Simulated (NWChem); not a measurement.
Species: CH5B; SMILES CB

```xyz
7

B     -0.0011    -0.8709    -0.0177
H      1.0281    -1.4845     0.0174
H     -1.0258    -1.4916     0.0199
C     -0.0021     0.6896    -0.0299
H      0.0392     0.9788     1.0380
H     -0.9112     1.1493    -0.4321
H      0.8810     1.1436    -0.4933
```
Atoms are numbered in this order, from 1.

Level: B3LYP/6-31G* (spherical d) (NWChem), optimised geometry, unscaled harmonic frequencies. B3LYP is NWChem's, with the RPA form of VWN correlation.

| frequency (cm⁻¹) | IR intensity (km/mol) |
|---|---|
| 141 | 2.0 |
| 574 | 0.4 |
| 686 | 0.6 |
| 971 | 11.8 |
| 1073 | 20.3 |
| 1097 | 74.1 |
| 1265 | 27.9 |
| 1363 | 60.4 |
| 1470 | 3.5 |
| 1509 | 1.7 |
| 2603 | 106.3 |
| 2672 | 156.5 |
| 2982 | 5.4 |
| 3081 | 14.7 |
| 3128 | 20.3 |

```json
{
  "zero_point_energy": "35.2 kcal/mol",
  "thermal correction to the enthalpy at 298.15 K (with zero-point energy)": "38.2 kcal/mol",
  "heat capacity Cv": "11.3 cal/(mol K)",
  "entropy at 298.15 K and 1 atm (symmetry number 1)": "59.4 cal/(mol K)",
  "dipole_moment": "0.70 D"
}
```

Rigid rotor and harmonic oscillator.
